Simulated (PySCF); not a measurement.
# [TlI2]+ at several levels of theory

Computed with PySCF 2.14.0 (density fitting, no spin-orbit coupling) at the geometry relaxed with PBE0:

```xyz
3
[TlI2]+ (singlet)
Tl    0.0000    0.0000    0.1271
I     2.6232    0.0000    0.1272
I    -2.6232    0.0000    0.1272
```

| level | basis | state | HOMO (eV) | gap (eV) | charge on Tl1 (e) | dipole about the centre of mass (D) | largest force component (eV/Å) |
| --- | --- | --- | --- | --- | --- | --- | --- |
| PBE0 | Tl def2-SVP with ECP60, I def2-SVP with ECP28 | singlet | -12.88 | 3.72 | 0.58 | 0.00 | 0.00 |
| revPBE | the same | singlet | -11.68 | 1.94 | 0.53 | 0.00 | 0.49 |
| PBE0 | Tl def2-TZVP with ECP60, I def2-TZVP with ECP28 | singlet | -12.82 | 3.84 | 0.82 | 0.00 | 0.40 |

Charges are Mulliken's, which hang on the basis. The relaxation used the grid (50, 194), these runs (75, 302) or, all-electron (x2c bases, spin-free X2C Hamiltonian), (99, 590).

Task: What does M06-L with Tl def2-SVP with ECP60, I def2-SVP with ECP28 give here?

Result: state singlet, HOMO (eV) -11.75, gap (eV) 2.24, charge on Tl1 (e) 0.63, dipole about the centre of mass (D) 0.00, largest force component (eV/Å) 0.48. Time: 4 s on 2 threads of Arm Neoverse V1, on a shared host, from an already converged density.

In the first row's basis the gap widens with exact exchange: 1.9 to 2.2 eV for revPBE, M06-L (none); 3.7 eV for PBE0 (a fixed share).
